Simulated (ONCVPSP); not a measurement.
# Building the ONCV potential for Br (Z = 35) (PBE, fully relativistic).

ONCVPSP 4.0.1 was run on this input:

```
# ATOM AND REFERENCE CONFIGURATION
# atsym  z   nc   nv     iexc    psfile
  Br 35.00    5    3        4      upf
#
#   n    l    f
    1    0    2.00
    2    0    2.00
    2    1    6.00
    3    0    2.00
    3    1    6.00
    3    2   10.00
    4    0    2.00
    4    1    5.00
#
# PSEUDOPOTENTIAL AND OPTIMIZATION
# lmax
    3
#
#   l,   rc,      ep,       ncon, nbas, qcut
    0    1.55    0.00    4    8    4.90
    1    1.55    0.00    5   10    4.90
    2    0.65    0.00    4    8   22.50
    3    1.45    0.07    4    8    8.30
#
# LOCAL POTENTIAL
# lloc, lpopt,  rc(5),   dvloc0
    2    5    0.65    0.00
#
# VANDERBILT-KLEINMAN-BYLANDER PROJECTORs
# l, nproj, debl
    0    2    1.00
    1    1    2.80
    2    0    3.70
    3    1    0.30
#
# MODEL CORE CHARGE
# icmod, fcfact, rcfact
    3    4.25    1.45
#
# LOG DERIVATIVE ANALYSIS
# epsh1, epsh2, depsh
   -4.00    5.00    0.02
#
# OUTPUT GRID
# rlmax, drl
    6.00    0.01
#
# TEST CONFIGURATIONS
# ncnf
    4
# nvcnf
#   n    l    f
    3
    3    2   10.00
    4    0    2.00
    4    1    4.00
#
    3
    3    2   10.00
    4    0    2.00
    4    1    3.00
#
    3
    3    2   10.00
    4    0    2.00
    4    1    2.00
#
    3
    3    2    9.00
    4    0    2.00
    4    1    5.00
#
```

Command:

```bash
oncvpspr.x < Br.dat > Br.out
```

The program printed (shortened: citation, most of the input echo, consistency checks and plot data are left out):

```
ONCVPSP  (Optimized Norm-Conservinng Vanderbilt PSeudopotential)
relativistic version 4.0.1

#   n    l    f        energy (Ha)
    1    0    2.00    -4.8926118D+02
    2    0    2.00    -6.3659372D+01
    2    1    6.00    -5.5578747D+01    -5.7324448D+01
    3    0    2.00    -8.7454250D+00
    3    1    6.00    -6.2919556D+00    -6.5431014D+00
    3    2   10.00    -2.4347041D+00    -2.4745774D+00
    4    0    2.00    -7.3968938D-01
    4    1    5.00    -2.8292191D-01    -3.0114117D-01

Reference configufation results
  iterations    24
  all-electron total energy (Ha)   -2.60659107D+03

Begin loop to  construct optimized pseudo wave functions
and semi-local pseudopoentials for all angular momenta

   Wellstate for l =  0  n =  5 kap= -1
     eigenvalue =   0.2603
     asymptotic potential =   0.7603
     half-point radius =  4.9119

Calculating optimized projector #   1

 for l=   0

    Fraction of norm inside rc  0.470849
    Optimizing pswf for qcut=   4.90 a_B^-1,  ecut=  11.98 Ha
    Residual kinetic energy error=  1.17D-03 Ha

    Energy error per electron        Cutoff
         Ha          eV             Ha
         0.01000     0.27211        8.73
         0.00100     0.02721       12.35
         0.00010     0.00272       57.86
         0.00001     0.00027       73.14

Calculating optimized projector #   2

 for l=   0

    Fraction of norm inside rc  0.094140
    Optimizing pswf for qcut=   4.90 a_B^-1,  ecut=  11.98 Ha
    Residual kinetic energy error=  5.22D-04 Ha

    Energy error per electron        Cutoff
         Ha          eV             Ha
         0.01000     0.27211        7.56
         0.00100     0.02721       11.11
         0.00010     0.00272       22.05
         0.00001     0.00027       84.75

Calculating optimized projector #   1

 for l=   1

    Fraction of norm inside rc  0.273139
    Optimizing pswf for qcut=   4.90 a_B^-1,  ecut=  11.98 Ha
    Residual kinetic energy error=  9.00D-04 Ha

    Energy error per electron        Cutoff
         Ha          eV             Ha
         0.01000     0.27211        3.96
         0.00100     0.02721       11.75
         0.00010     0.00272       36.37
         0.00001     0.00027      109.17

Calculating optimized projector #   1

 for l=   1

    Fraction of norm inside rc  0.291949
    Optimizing pswf for qcut=   4.90 a_B^-1,  ecut=  11.98 Ha
    Residual kinetic energy error=  1.14D-03 Ha

    Energy error per electron        Cutoff
         Ha          eV             Ha
         0.01000     0.27211        4.08
         0.00100     0.02721       12.29
         0.00010     0.00272       45.87
         0.00001     0.00027      122.48

Calculating optimized projector #   1

 for l=   2

    Fraction of norm inside rc  0.655480
    Optimizing pswf for qcut=  22.48 a_B^-1,  ecut= 252.72 Ha
    Residual kinetic energy error=  3.58D-05 Ha

    Energy error per electron        Cutoff
         Ha          eV             Ha
         0.01000     0.27211      186.47
         0.00100     0.02721      216.56
         0.00010     0.00272      240.32
         0.00001     0.00027      491.11

Calculating optimized projector #   1

 for l=   2

    Fraction of norm inside rc  0.660584
    Optimizing pswf for qcut=  22.48 a_B^-1,  ecut= 252.72 Ha
    Residual kinetic energy error=  3.72D-05 Ha

    Energy error per electron        Cutoff
         Ha          eV             Ha
         0.01000     0.27211      186.99
         0.00100     0.02721      216.97
         0.00010     0.00272      240.68
         0.00001     0.00027      499.71

   Wellstate for l =  3  n =  4 kap= -4
     eigenvalue =   0.0700
     asymptotic potential =   0.5700
     half-point radius = 38.9815

Calculating optimized projector #   1

 for l=   3

    Fraction of norm inside rc  0.000001
    Optimizing pswf for qcut=   8.30 a_B^-1,  ecut=  34.46 Ha
    Residual kinetic energy error=  1.08D-10 Ha

    Energy error per electron        Cutoff
         Ha          eV             Ha
         0.01000     0.27211        0.02
         0.00100     0.02721        0.14
         0.00010     0.00272        0.34
         0.00001     0.00027        0.80

   Wellstate for l =  3  n =  4 kap=  3
     eigenvalue =   0.0700

Calculating optimized projector #   1

 for l=   3

    Fraction of norm inside rc  0.000001
    Optimizing pswf for qcut=   8.30 a_B^-1,  ecut=  34.46 Ha
    Residual kinetic energy error=  1.09D-10 Ha

    Energy error per electron        Cutoff
         Ha          eV             Ha
         0.01000     0.27211        0.02
         0.00100     0.02721        0.14
         0.00010     0.00272        0.34
         0.00001     0.00027        0.80

Construct Vanderbilt / Kleinmman-Bylander projectors

B matrix Hermiticity error, ll=  0  kap= -1
   1   2    6.5279D-05

  Orthonormal projector coefficients  2.0288E+01  1.4369E+00

 Orthonormal scalar projector coefficients, l =  1
  8.5861E+00  1.3903E-03

 Orthonormal spin-orbit projector coefficients, l =  1
 -3.0581E-01  7.8068E-02

 Orthonormal scalar projector coefficients, l =  2

 Orthonormal spin-orbit projector coefficients, l =  2

 Orthonormal scalar projector coefficients, l =  3
 -1.6597E+01 -1.6639E-05

 Orthonormal spin-orbit projector coefficients, l =  3
 -1.5503E-01  5.9379E-04

Model core correction analysis
  based on d2Exc/dn_idn_j

d2excae - all-electron derivatives

   -3.437739D-02   -4.808692D-03   -2.698137D-03
   -4.808620D-03   -2.339849D-02   -1.854338D-02
   -2.698130D-03   -1.854353D-02   -1.785167D-02

d2excps - pseudofunction derivatives with no core correction

   -6.585501D-02   -6.179443D-03   -3.131005D-03
   -6.179237D-03   -3.110926D-02   -2.465833D-02
   -3.131009D-03   -2.465870D-02   -2.381500D-02

rms 2nd derivative error    1.137628E-02

rmatch, rhocmatch    0.6236   33.7500

Teter function model core charge with specified parameters

d2excps - pseudofunction derivatives with core correction

   -4.593839D-02   -5.433286D-03   -2.805600D-03
   -5.433142D-03   -3.039843D-02   -2.432220D-02
   -2.805593D-03   -2.432231D-02   -2.365788D-02

rms 2nd derivative error    5.617037E-03

Pseudoatom total energy -153.628935

Diagnostic tests using Vanderbilt-Kleinman-Bylander pseudopotentials
  relativistic with J = L +/- 1/2 projectors

   l  kap   rcore       rmatch      e in        delta e    norm test   slope test

   0  -1   1.5573513   1.6046358  -0.7396894  -0.0000066   1.0000585   1.0000823
   0  -1   1.5573513   1.6046358   0.2603106   0.0000005   1.0001851   1.0001851

   1  -2   1.5573513   1.6046358  -0.2829219  -0.0000035   1.0000011   0.9999330
   1   1   1.5573513   1.6046358  -0.3011412   0.0000079   1.0000068   1.0000471

   2  -3   0.6502515   0.6699946  -2.4347041  -0.0159147   1.0010519   0.9947804
   2   2   0.6502515   0.6699946  -2.4745774   0.0239585   0.9983986   1.0079434

   3  -4   1.4581721   1.5024454   0.0700000   0.0000266   1.0000015   1.0000015
   3   3   1.4581721   1.5024454   0.0700000   0.0000482   1.0000042   1.0000042

Diagnostic tests using Vanderbilt-Kleinman-Bylander pseudopotentials
  relativistic with scalar and spin-orbit non-local projectors

   l  kap   rcore       rmatch      e in        delta e    norm test   slope test

   0  -1   1.5573513   1.6046358  -0.7396894  -0.0000066   1.0000585   1.0000823
   0  -1   1.5573513   1.6046358   0.2603106   0.0000005   1.0001851   1.0001851

   1  -2   1.5573513   1.6046358  -0.2829219  -0.0001586   0.9998622   1.0037189
   1   1   1.5573513   1.6046358  -0.3011412  -0.0001590   0.9998772   1.0071337

   2  -3   0.6502515   0.6699946  -2.4347041  -0.0159147   1.0010519   0.9947804
   2   2   0.6502515   0.6699946  -2.4745774   0.0239585   0.9983986   1.0079434

   3  -4   1.4581721   1.5024454   0.0700000   0.0000303   1.0000011   1.0000011
   3   3   1.4581721   1.5024454   0.0700000   0.0000519   1.0000038   1.0000038

Ghost test for J = L + 1/2

 Testing for bound ghosts
   n   l    E NL Schr. Eq   E Basis Diag.   E Cutoff

       0                      -37.243225    107.66  WARNING - GHOST(-)
   1   0       -0.739696       -0.737402    107.66

       1                      -16.868883    162.16  WARNING - GHOST(-)
   2   1       -0.282925       -0.266729    162.16

 Testing for highly-localized positive-energy ghosts
       l    <radius>/rc     E Basis Diag.   E Cutoff

       0        0.552971        4.654529    107.66  WARNING - GHOST(+)

       3        0.461348        4.534030    137.05  WARNING - GHOST(+)

Ghost test for J = L - 1/2

 Testing for bound ghosts
   n   l    E NL Schr. Eq   E Basis Diag.   E Cutoff

       0                      -37.243225    107.66  WARNING - GHOST(-)
   1   0       -0.739696       -0.737402    107.66

       1                      -16.545200    162.16  WARNING - GHOST(-)
   2   1       -0.301133       -0.286813    162.16

 Testing for highly-localized positive-energy ghosts
       l    <radius>/rc     E Basis Diag.   E Cutoff

       0        0.552971        4.654529    107.66  WARNING - GHOST(+)

       3        0.490546        4.890482    137.05  WARNING - GHOST(+)

Test configuration 0

   n   l kap    f        eae           eps        diff
   1   0  -1  2.0000 -489.26118357
   2   0  -1  2.0000  -63.65937174
   2   1  -2  4.0000  -55.57874741
   2   1   1  2.0000  -57.32444758
   3   0  -1  2.0000   -8.74542498
   3   1  -2  4.0000   -6.29195562
   3   1   1  2.0000   -6.54310138
   3   2  -3  6.0000   -2.43470415   -2.45061885   -1.59E-02
   3   2   2  4.0000   -2.47457737   -2.45061885    2.40E-02
   4   0  -1  2.0000   -0.73968938   -0.73969601   -6.63E-06
   4   1  -2  3.3333   -0.28292191   -0.28292543   -3.52E-06
   4   1   1  1.6667   -0.30114117   -0.30113325    7.92E-06

    Total energies and differences
      AE_ref= -2.60659107E+03  AE_tst= -2.60659107E+03  dif=  0.00E+00
      PS_ref= -1.53628935E+02  PS_tst= -1.53628935E+02  dif=  5.68E-14
      PSP excitation error= -5.68E-14

Test configuration 1

   n   l kap    f        eae           eps        diff
   1   0  -1  2.0000 -489.67905578
   2   0  -1  2.0000  -64.07391862
   2   1  -2  4.0000  -55.99371205
   2   1   1  2.0000  -57.73948100
   3   0  -1  2.0000   -9.15758619
   3   1  -2  4.0000   -6.70401685
   3   1   1  2.0000   -6.95522838
   3   2  -3  6.0000   -2.84621685   -2.85849336   -1.23E-02
   3   2   2  4.0000   -2.88612962   -2.85849336    2.76E-02
   4   0  -1  2.0000   -1.11670969   -1.11636340    3.46E-04
   4   1  -2  2.6667   -0.63516447   -0.63497710    1.87E-04
   4   1   1  1.3333   -0.65610068   -0.65588313    2.18E-04

    Total energies and differences
      AE_ref= -2.60659107E+03  AE_tst= -2.60612951E+03  dif=  4.62E-01
      PS_ref= -1.53628935E+02  PS_tst= -1.53167460E+02  dif=  4.61E-01
      PSP excitation error=  8.73E-05

Test configuration 2

   n   l kap    f        eae           eps        diff
   1   0  -1  2.0000 -490.16443625
   2   0  -1  2.0000  -64.55284275
   2   1  -2  4.0000  -56.47341894
   2   1   1  2.0000  -58.21931922
   3   0  -1  2.0000   -9.63183123
   3   1  -2  4.0000   -7.17802926
   3   1   1  2.0000   -7.42937845
   3   2  -3  6.0000   -3.31915193   -3.32567546   -6.52E-03
   3   2   2  4.0000   -3.35914170   -3.32567545    3.35E-02
   4   0  -1  2.0000   -1.53719409   -1.53632321    8.71E-04
   4   1  -2  2.0000   -1.02941119   -1.02894223    4.69E-04
   4   1   1  1.0000   -1.05323447   -1.05270509    5.29E-04

    Total energies and differences
      AE_ref= -2.60659107E+03  AE_tst= -2.60529284E+03  dif=  1.30E+00
      PS_ref= -1.53628935E+02  PS_tst= -1.52331132E+02  dif=  1.30E+00
      PSP excitation error=  4.27E-04

Test configuration 3

   n   l kap    f        eae           eps        diff
   1   0  -1  2.0000 -490.70834958
   2   0  -1  2.0000  -65.08671566
   2   1  -2  4.0000  -57.00848898
   2   1   1  2.0000  -58.75459206
   3   0  -1  2.0000  -10.15834849
   3   1  -2  4.0000   -7.70415034
   3   1   1  2.0000   -7.95572325
   3   2  -3  6.0000   -3.84360168   -3.84252920    1.07E-03
   3   2   2  4.0000   -3.88371088   -3.84252918    4.12E-02
   4   0  -1  2.0000   -1.99159207   -1.99014592    1.45E-03
   4   1  -2  1.3333   -1.45692914   -1.45624899    6.80E-04
   4   1   1  0.6667   -1.48380964   -1.48302209    7.88E-04

    Total energies and differences
      AE_ref= -2.60659107E+03  AE_tst= -2.60404372E+03  dif=  2.55E+00
      PS_ref= -1.53628935E+02  PS_tst= -1.51082630E+02  dif=  2.55E+00
      PSP excitation error=  1.05E-03

Test configuration 4

   n   l kap    f        eae           eps        diff
   1   0  -1  2.0000 -490.25463815
   2   0  -1  2.0000  -64.71209024
   2   1  -2  4.0000  -56.62773238
   2   1   1  2.0000  -58.37277959
   3   0  -1  2.0000   -9.64394782
   3   1  -2  4.0000   -7.17998987
   3   1   1  2.0000   -7.43739978
   3   2  -3  5.4000   -3.31737751   -3.39160401   -7.42E-02
   3   2   2  3.6000   -3.35940443   -3.39160400   -3.22E-02
   4   0  -1  2.0000   -1.21690808   -1.21143111    5.48E-03
   4   1  -2  3.3333   -0.70176346   -0.69638221    5.38E-03
   4   1   1  1.6667   -0.72595462   -0.72095709    5.00E-03

    Total energies and differences
      AE_ref= -2.60659107E+03  AE_tst= -2.60370887E+03  dif=  2.88E+00
      PS_ref= -1.53628935E+02  PS_tst= -1.50718286E+02  dif=  2.91E+00
      PSP excitation error= -2.84E-02
```

Note: ghosts flagged at negative energy: s at -1013.4 eV, p3/2 at -459.0 eV, p1/2 at -450.2 eV; GHOST(+) flagged for f7/2 at 123.4 eV, s at 126.7 eV, f5/2 at 133.1 eV. A true bound ghost makes a file unfit for plane-wave use. The potential misses its own reference levels by up to 0.7 eV.

The run took about 5.1 s on one core of a shared server CPU.
